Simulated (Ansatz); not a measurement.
Isolated molecules relaxed with PBE0-D4/def2-TZVP in Ansatz; ΔE leaves out vibrations. CBS: MP2 limit from def2 TZ/QZ plus the TZ coupled-cluster correction, frozen cores. DFT in def2-TZVPP. B3LYP here is the variant with VWN-RPA as its local correlation; programs differ in this. Elements past krypton have def2 core potentials. For Br, Mo, Sn outer-core shells are correlated without core-valence functions, which leaves a few kJ/mol of doubt a bond. Scalar relativity is left out up to krypton. One conformer a species, not always the lowest.

Consider the redistribution: `[Cl][SnH2][Br]` + `[NH]=[Mo](=[NH])([OH])[F]` → `[OH][SnH2][Br]` + `[NH]=[Mo](=[NH])([F])[Cl]`.

`[Cl][SnH2][Br]`:

Z-matrix (Å, degrees):
```
Sn
Cl 1 2.319
Br 1 2.465 2 107.0
H 1 1.696 2 107.4 3 -116.1
H 1 1.696 2 107.4 3 116.1
```

`[NH]=[Mo](=[NH])([OH])[F]`:

Z-matrix (Å, degrees):
```
Mo
N 1 1.718
O 1 1.884 2 107.3
N 1 1.721 2 109.9 3 117.8
F 1 1.864 2 109.1 3 -123.2
H 2 1.010 1 155.9 3 -120.4
H 3 0.961 1 119.3 2 136.5
H 4 1.011 1 152.0 2 2.0
```

`[OH][SnH2][Br]`:

Cartesian coordinates in Å:
```
O -0.767 0.911 1.002
Sn 0.165 0.033 -0.473
Br 1.624 -1.709 0.520
H -1.204 0.298 1.598
H -0.942 -0.779 -1.480
H 1.123 1.245 -1.167
```

`[NH]=[Mo](=[NH])([F])[Cl]`:

Cartesian coordinates in Å:
```
N -0.632 -0.268 1.304
Mo 0.334 0.395 0.056
N -0.170 -0.273 -1.439
F 0.069 2.231 0.008
Cl 2.471 -0.281 0.417
H -1.344 -0.899 1.651
H -0.729 -0.905 -1.997
```

CCSD(T)/CBS gives +20.3 kJ/mol.

Question: Another level gave +28.4 kJ/mol. Which?
A. MP2/def2-TZVPP
B. B3LYP-D4/def2-TZVPP
C. B2PLYP/def2-TZVPP
D. HF/def2-TZVPP

Answer: B. B3LYP-D4 28.4, MP2/def2-TZVPP 6.5, B2PLYP 20.8, HF/def2-TZVPP 33.6 kJ/mol.

Question: What do rigid-rotor, harmonic-oscillator terms from PBE0-D4/def2-TZVP frequencies (298.15 K, 1 bar) make of the CCSD(T)/CBS value? (An estimate is asked.)

Answer: Computed: ΔZPE = -0.5 kJ/mol, ΔH = +20.4 kJ/mol, ΔS = 6 J/(mol·K), ΔG = +18.7 kJ/mol.

Largest T1 diagnostic among the species: 0.022, so the coupled-cluster value is less sure than usual.

In def2-TZVPP, CCSD(T) changes the Hartree–Fock value by −12.8 kJ/mol (the triples alone add −2.5 kJ/mol) and MP2 by −27.1 kJ/mol. At CCSD(T), def2-SVP lies +8.9 kJ/mol from the extrapolated value and def2-TZVPP +0.5 kJ/mol.
